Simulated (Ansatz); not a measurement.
`ClB[SiH]1C[SiH2]1` and `C1[SiH2][SiH2]1` differ in one atom or group.

Ansatz, PBE0-D4/def2-TZVP geometries, multiplicity 1. Each molecule was computed in one conformer, which needn't be the lowest.

```csv
property,`ClB[SiH]1C[SiH2]1`
HOMO energy (PBE/def2-TZVPP) / eV,-5.76
LUMO energy (ωB97M-V/def2-TZVPP) / eV,-0.26
size of the dipole moment (B3LYP/def2-TZVPP) / D,1.10
HOMO–LUMO gap (PBE/def2-TZVPP) / eV,2.81
HOMO–LUMO gap (PBE0/def2-TZVPP) / eV,4.52
HOMO energy (PBE0/def2-TZVPP) / eV,-6.65
```

(1) Give the same properties after the change, and the shifts. (Best estimate.)

Answers

(1) Ansatz gave: 
```csv
property,`C1[SiH2][SiH2]1`,shift
HOMO energy (PBE/def2-TZVPP) / eV,-5.73,0.03
LUMO energy (ωB97M-V/def2-TZVPP) / eV,1.51,1.77
size of the dipole moment (B3LYP/def2-TZVPP) / D,0.39,-0.71
HOMO–LUMO gap (PBE/def2-TZVPP) / eV,4.76,1.95
HOMO–LUMO gap (PBE0/def2-TZVPP) / eV,6.57,2.05
HOMO energy (PBE0/def2-TZVPP) / eV,-6.73,-0.08
```

With PBE0 the HOMO falls by 0.08 eV and the LUMO rises by 1.98 eV, so the gap widens by about 2.06 eV. PBE moves the HOMO by 0.03 eV and ωB97M-V by -0.20 eV. Dipoles are sizes alone; their direction can turn.

B3LYP here is the variant with VWN-RPA as its local correlation; programs differ in this.
